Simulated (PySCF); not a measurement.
Si(F)2(H)(nBu), C₄H₁₀F₂Si, SMILES F[SiH](CCCC)F, singlet at its GFN2-xTB optimised geometry (Å):

```
17

Si    -0.1268     1.9351     0.0000
F     -0.4483     1.3399    -1.4511
F      1.4753     1.9351     0.0000
C     -0.8195     0.8051     1.3501
C     -0.8770    -0.6828     0.9790
C      0.5072    -1.2844     0.7538
C      0.4284    -2.7712     0.4307
H     -0.5487     3.3162     0.0000
H     -0.2242     0.9170     2.2592
H     -1.8288     1.1332     1.6079
H     -1.3770    -1.2290     1.7838
H     -1.4753    -0.8086     0.0741
H      1.1149    -1.1380     1.6501
H      0.9998    -0.7633    -0.0694
H     -0.1546    -2.9336    -0.4732
H     -0.0447    -3.3162     1.2454
H      1.4231    -3.1820     0.2755
```

Computed with PBE0/def2-SVP run with PySCF. Cells within 0.4 Å of a nucleus heavier than hydrogen are left out (blank, or x).

Map of the deformation density (molecule minus spherical neutral atoms) (e/bohr³) on the plane z = 0.8 Å:

```
|111111111111111111111111111|
|111111111111111111111111111|
|111111111111111111111111111|
|111111111111111111111111111|
|111111111111111111111111111|
|111111111111211111111111111|
|111111111112211111111111111|
|111111111111100112211111111|
|111111111111100122211111111|
|111111111114520122211111111|
|111111111127941112211111111|
|111111111114521111111111111|
|111111111014200111111111111|
|111111111025200011111111111|
|11111111113x220011111111111|
|11111111127x983321111111111|
|11111111111058xx11111111111|
|111111111100028300111111111|
|111111111110038400111111111|
|111111111110025111111111111|
|111111111111398341111111111|
|111111111111385331111111111|
|111111111111121111111111111|
|111111111111111111111111111|
|111111111111111111111111111|
|111111111111111111111111111|
|111111111111111111111111111|
```
Scale: ten equal steps from -0.016 (start of '0') to 0.063 (end of '9'), in the order '0123456789'; x runs from -5.50 to 5.50, y from -5.50 (bottom) to 5.50 (top).
